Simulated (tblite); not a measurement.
Species: C9H19GeN.
Cartesian coordinates in Å at the GFN2-xTB level; atoms count from 1:
```
atom  x, y, z in Å
C1    -1.753    2.375   -0.487
C2    -1.649    0.859   -0.549
C3    -2.931    0.164   -0.085
C4    -2.642   -1.319    0.140
C5    -1.508   -1.463    1.156
Ge6   -0.272    0.000    0.623
N7     1.102   -0.686   -0.419
C8     2.123   -1.478    0.242
C9     3.225   -0.486    0.652
C10    3.045    0.688   -0.326
C11    1.878    0.241   -1.221
H12   -0.840    2.839   -0.857
H13   -1.911    2.703    0.540
H14   -2.587    2.731   -1.092
H15   -1.447    0.557   -1.581
H16   -3.258    0.610    0.858
H17   -3.734    0.294   -0.815
H18   -2.331   -1.760   -0.809
H19   -3.541   -1.840    0.477
H20   -1.073   -2.459    1.117
H21   -1.886   -1.303    2.166
H22    0.182    0.881    1.808
H23    1.707   -2.026    1.087
H24    2.522   -2.199   -0.482
H25    4.213   -0.936    0.581
H26    3.069   -0.157    1.680
H27    2.774    1.598    0.211
H28    3.944    0.886   -0.908
H29    2.262   -0.297   -2.095
H30    1.262    1.071   -1.566
```

Computed values, GFN2-xTB/tblite, gas phase, harmonic and unscaled. Errors from tens to a few hundred cm⁻¹ against measured bands are possible. Modes of hydrogen on germanium can be 10 to 20 % off. One conformer, not necessarily the lowest.

Harmonic wavenumbers (cm⁻¹): 26.2, 47.5, 69.1, 89.4, 96.3, 137.2, 212.6, 219.8, 252.8, 259.7, 298.8, 341.8, 374.7, 468.8, 477.3, 541.8, 554.2, 587.7, 611.2, 635.6, 667.3, 750.0, 826.6, 865.9, 870.7, 911.9, 949.2, 955.7, 974.5, 981.3, 985.1, 1000.5, 1005.0, 1046.0, 1087.9, 1091.8, 1095.8, 1101.8, 1129.8, 1143.2, 1170.0, 1173.4, 1183.4, 1204.4, 1212.3, 1239.3, 1251.0, 1255.8, 1287.9, 1290.2, 1292.6, 1305.3, 1312.4, 1331.8, 1339.5, 1413.2, 1456.2, 1471.5, 1484.0, 1484.6, 1488.0, 1496.1, 1499.3, 1500.5, 1504.8, 1684.2, 2900.8, 2903.4, 2917.9, 2948.3, 2958.1, 2965.9, 2973.3, 2974.3, 2976.5, 2980.1, 2987.3, 2995.0, 2996.7, 2999.4, 3005.5, 3009.2, 3014.5, 3016.0.

A = 1605, B = 599.2, C = 498.4 MHz; mass 215.073 u (most abundant isotopes); point group C1, symmetry number 1.

**Question.** What is the zero-point energy?

**Answer.** Half the sum of the wavenumbers: 57298 cm⁻¹ = 685.44 kJ/mol.

**Question.** Give the ideal-gas entropy at 298.15 K and 1 bar in the rigid-rotor, harmonic-oscillator model (classical rotation).

**Answer.** Translation 175.84, rotation 129.22, vibration 180.60: S = 485.7 J/(mol K).

**Question.** And Cp and H(298.15 K) − H(0)?

**Answer.** Cp = 215.92 J/(mol K), of which vibrations give 182.66 (their classical limit is 84 R = 698.4); H(298.15 K) − H(0) = 37.10 kJ/mol without the zero-point energy, 27.19 from vibrations.

**Question.** How do the functions run with temperature in this model?

**Answer.** 
```tsv
T (K)	S (J/(mol K))	Cp (J/(mol K))	H − H(0) (kJ/mol)	G − H(0) (kJ/mol)	ln q(vib)
100	329.1	97.8	6.65	-26.25	3.26
200	413.4	152.3	19.12	-63.55	7.12
300	487.0	217.2	37.50	-108.60	10.82
500	629.6	347.5	94.44	-220.35	18.24
800	823.9	478.1	220.02	-439.11	29.38
1000	937.0	534.7	321.60	-615.42	36.49
```

q(vib) and H(0) count from the zero-point level.

**Question.** What must be added to the electronic energy to get the Gibbs energy at 298.15 K and 1 bar?

**Answer.** ZPE + [H(298.15 K) − H(0)] − T·S = 685.44 + 37.10 − 144.80 = 577.74 kJ/mol.

**Question.** Blend soft modes into free rotors: weight 1/[1 + (100 cm⁻¹/ν̃)⁴] for the oscillator and the rest for a rotor with moment μB/(μ + B), μ = h/(8π²ν), B = 10⁻⁴⁴ kg m². What vibrational entropy results?

**Answer.** 160.73 J/(mol K) in place of 180.60, which changes −T·S at 298.15 K by +5.92 kJ/mol.

**Question.** Which modes carry the vibrational entropy at 298.15 K?

**Answer.** 26.2 cm⁻¹: 25.51; 47.5 cm⁻¹: 20.58; 69.1 cm⁻¹: 17.48; 89.4 cm⁻¹: 15.37; 96.3 cm⁻¹: 14.76; 137.2 cm⁻¹: 11.89 J/(mol K); the other 78 give 75.00 together.

Hindered rotation and anharmonicity are outside this model. Other conformers, if any are populated, would add a mixing term that is left out. The structure is chiral; the term R ln 2 for an equal mix with its mirror image is left out.

Time: 2.2 s wall, 4.5 s CPU. Hardware: 2 threads of an INTEL XEON PLATINUM 8581C at 2.10 GHz, shared host. The figure is for the frequency step alone.
